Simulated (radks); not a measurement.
All-electron atom: Cl IV in [Ne] 3s2 3p2 (the NIST ground configuration).

All-electron calculation, non-relativistic Kohn-Sham, exchange-only LDA, spin-polarised, spherical densities, point nucleus; open shells are filled with parallel spins first. Program: a radial shooting solver on a logarithmic mesh with Libxc functionals.

Energy parts (Ry):
total: -909.37893
kinetic: 909.37893
electron-nucleus: -2126.69474
Hartree: 356.40708
exchange: -48.47020

Orbitals (lengths in bohr, moments of r in powers of bohr; r(90%) holds 90 % of the orbital's charge):
orbital  occ.  eigenvalue (Ry)      <r>      <r^4>  r(90%)    <r^2>
1s up       1        -203.9583  0.09166  0.0003278   0.164  0.01129
1s down     1        -203.9201  0.09165  0.0003277   0.164  0.01129
2s up       1        -21.52095   0.4477     0.1021   0.700   0.2381
2s down     1        -21.47518   0.4470     0.1010   0.699   0.2372
2p up       3        -17.24219   0.4075    0.09132   0.677   0.2070
2p down     3        -17.18670   0.4069    0.09004   0.675   0.2060
3s up       1         -4.30233    1.402      7.891    2.08    2.248
3s down     1         -4.03135    1.409      8.222    2.10    2.280
3p up       2         -3.31685    1.516      11.57    2.29    2.665
3p down     0         -3.05487    1.536      12.52    2.34    2.747

The highest occupied level is 3p up at -45.128 eV. Virial ratio -V/T = 2.00000. For comparison, the ionisation energy in NIST's Atomic Spectra Database is 53.2 eV (semi-empirical). In exact Kohn-Sham theory the highest level is minus the ionisation energy, but local and semilocal functionals leave it too shallow, through self-interaction and a potential that decays too fast; potentials with the right tail come closer. The density falls to 0.001 e/bohr^3 at r = 3.06 bohr.
